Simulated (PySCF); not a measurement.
SMILES COC[SiH2]C(C)=O (C4H10O2Si), GFN2-xTB optimised geometry.

```
17

C      1.84    -1.23     2.30
O      1.86    -0.59     1.05
C      1.28    -1.35     0.00
Si    -0.64    -1.35     0.00
C     -1.20     0.49     0.00
C     -0.76     1.34     1.16
O     -1.86     0.94    -0.91
H      0.82    -1.40     2.65
H      2.36    -0.57     2.99
H      2.36    -2.19     2.25
H      1.65    -0.88    -0.92
H      1.68    -2.37     0.03
H     -1.11    -2.03    -1.20
H     -1.17    -2.00     1.21
H      0.33     1.30     1.22
H     -1.09     2.37     1.04
H     -1.16     0.93     2.08
```

Density from PBE/def2-SVP in PySCF at that geometry.

Minimum of the electron density along straight lines between bonded atoms, close to the bond critical point (lines longer than 1.1 times the sum of covalent radii, or with two minima, are not listed):

```json
[
 {"bond": "C1–O2", "length / Å": "1.401", "ρ at the minimum / e bohr⁻³": "0.264", "∇²ρ there / e bohr⁻⁵": "-0.45", "position (fraction from the first atom)": "0.35"},
 {"bond": "O2–C3", "length / Å": "1.421", "ρ at the minimum / e bohr⁻³": "0.253", "∇²ρ there / e bohr⁻⁵": "-0.45", "position (fraction from the first atom)": "0.65"},
 {"bond": "C3–Si4", "length / Å": "1.925", "ρ at the minimum / e bohr⁻³": "0.109", "∇²ρ there / e bohr⁻⁵": "0.26", "position (fraction from the first atom)": "0.62"},
 {"bond": "Si4–C5", "length / Å": "1.927", "ρ at the minimum / e bohr⁻³": "0.111", "∇²ρ there / e bohr⁻⁵": "0.26", "position (fraction from the first atom)": "0.38"},
 {"bond": "C5–C6", "length / Å": "1.503", "ρ at the minimum / e bohr⁻³": "0.255", "∇²ρ there / e bohr⁻⁵": "-0.57", "position (fraction from the first atom)": "0.51"},
 {"bond": "C5–O7", "length / Å": "1.211", "ρ at the minimum / e bohr⁻³": "___", "∇²ρ there / e bohr⁻⁵": "___", "position (fraction from the first atom)": "0.33"},
 {"bond": "C1–H8", "length / Å": "1.096", "ρ at the minimum / e bohr⁻³": "0.276", "∇²ρ there / e bohr⁻⁵": "-1.01", "position (fraction from the first atom)": "0.63"},
 {"bond": "C1–H9", "length / Å": "1.089", "ρ at the minimum / e bohr⁻³": "0.281", "∇²ρ there / e bohr⁻⁵": "-1.07", "position (fraction from the first atom)": "0.64"},
 {"bond": "C1–H10", "length / Å": "1.097", "ρ at the minimum / e bohr⁻³": "0.275", "∇²ρ there / e bohr⁻⁵": "-1.01", "position (fraction from the first atom)": "0.63"},
 {"bond": "C3–H11", "length / Å": "1.093", "ρ at the minimum / e bohr⁻³": "0.276", "∇²ρ there / e bohr⁻⁵": "-1.02", "position (fraction from the first atom)": "0.64"},
 {"bond": "C3–H12", "length / Å": "1.098", "ρ at the minimum / e bohr⁻³": "0.272", "∇²ρ there / e bohr⁻⁵": "-0.97", "position (fraction from the first atom)": "0.63"},
 {"bond": "Si4–H13", "length / Å": "1.459", "ρ at the minimum / e bohr⁻³": "0.118", "∇²ρ there / e bohr⁻⁵": "0.32", "position (fraction from the first atom)": "0.49"},
 {"bond": "Si4–H14", "length / Å": "1.469", "ρ at the minimum / e bohr⁻³": "0.115", "∇²ρ there / e bohr⁻⁵": "0.31", "position (fraction from the first atom)": "0.49"},
 {"bond": "C6–H15", "length / Å": "1.089", "ρ at the minimum / e bohr⁻³": "0.272", "∇²ρ there / e bohr⁻⁵": "-1.00", "position (fraction from the first atom)": "0.64"},
 {"bond": "C6–H16", "length / Å": "1.088", "ρ at the minimum / e bohr⁻³": "0.274", "∇²ρ there / e bohr⁻⁵": "-1.00", "position (fraction from the first atom)": "0.64"},
 {"bond": "C6–H17", "length / Å": "1.089", "ρ at the minimum / e bohr⁻³": "0.270", "∇²ρ there / e bohr⁻⁵": "-0.96", "position (fraction from the first atom)": "0.63"}
]
```

What belongs in the gaps?


- C5–O7, ρ at the minimum / e bohr⁻³: 0.404
- C5–O7, ∇²ρ there / e bohr⁻⁵: 0.44
